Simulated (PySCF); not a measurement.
Zn(N(SiH3)2)2 (singlet state).
Structure used (PBE0-D3(BJ)/def2-SVP), in Å, numbered top down from 1:
```xyz
19
H12N2Si4Zn angstrom
Zn    -0.0084   -0.0043    0.0041
N     -0.0011   -0.0095    1.8328
Si    -1.5221    0.1671    2.6603
Si     1.5225   -0.1946    2.6530
H     -1.8681   -1.0339    3.4860
H     -2.5948    0.3465    1.6277
H     -1.5381    1.3586    3.5677
H      1.8367    0.9743    3.5352
H      2.6004   -0.3046    1.6171
H      1.5656   -1.4269    3.5038
N     -0.0143    0.0063   -1.8247
Si     0.0699    1.5442   -2.6351
Si    -0.0823   -1.5186   -2.6601
H      1.3121    1.6917   -3.4592
H      0.0752    2.6204   -1.5909
H     -1.1014    1.7712   -3.5407
H     -1.2747   -1.6195   -3.5608
H     -0.1749   -2.6086   -1.6345
H      1.1351   -1.7663   -3.4972
```

Level of theory: PySCF, TDDFT B3LYP/def2-SVPD, vertical, gas phase, core orbitals frozen in the response.

Transition dipole moments from the ground state, in atomic units and in the frame of the coordinates above (overall signs are arbitrary), for the states with f of 0.002 or more among the lowest 14:

```csv
state,E (eV),μx,μy,μz
S1,4.773,-0.145,0.177,0.001
S2,4.813,0.192,0.159,0.010
S5,6.062,0.007,0.006,-0.317
S7,6.398,-0.002,0.005,-1.211
S13,6.871,0.231,-0.300,0.003
S14,6.893,-0.343,-0.269,-0.003
```

Question: Work out the oscillator strengths.

Answer: f = (2/3) ΔE |μ|² with ΔE in hartree (27.2114 eV).

```
state  |μ|² (au)  |μ| (D)      f
   S1      0.052     0.58  0.006
   S2      0.062     0.63  0.007
   S5      0.100     0.81  0.015
   S7      1.467     3.08  0.230
  S13      0.143     0.96  0.024
  S14      0.191     1.11  0.032
```

Question: Which bond between heavy atoms lies closest to the direction of the S7 transition dipole?

Answer: Zn1–N2 and Zn1–N11, at 0° from it; next N11–Si13, N2–Si4, N2–Si3 and N11–Si12 at 62°.

Question: What angle do the transition dipoles of S5 and S14 make?

Answer: |cos θ| = |μa·μb| / (|μa| |μb|) = 0.02, so θ ≈ 89° (taken between 0 and 90°, since the signs are arbitrary).

Question: How is the summed strength of these states shared among x, y and z?

Answer: (2/3) Σ ΔE μα² gives 0.036 for x, 0.034 for y and 0.245 for z, 0.315 in all.

Question: What peak molar absorption coefficient would the strongest computed level give as a lone Gaussian band 0.5 eV wide at half height?

Answer: ε(max) = 2.175×10⁸ f / FWHM, with the width in cm⁻¹. S7: 2.175×10⁸ × 0.2299 / 4033 ≈ 12000 L mol⁻¹ cm⁻¹.

Hardware: Intel Xeon Platinum 8488C, 2 threads, no GPU, shared host with 96 logical CPUs at a one-minute load of 23. Cost: 62 s wall, 2.3 min CPU (with the writing of density and orbital grids), 1.6 GiB resident at most.
